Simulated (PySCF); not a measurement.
CH2NO, SMILES N=C=[OH+], charge +1. Geometry: B3LYP-D3(BJ)/def2-TZVP. The isomer is the one that the SMILES or the coordinates give; other isomers of the formula were not compared.

Computed equilibrium geometry at B3LYP-D3(BJ)/def2-TZVP (PySCF confirms it by a frequency run) as Cartesian coordinates in Å, and its point group:
point group Cs.
```xyz
5

N      0.0125     1.2062     0.0000
C      0.0123     0.0658     0.0000
O     -0.1117    -1.1681     0.0000
H      0.0249     2.2153     0.0000
H      0.7073    -1.7094     0.0000
```
Charge +1, spin multiplicity 1.
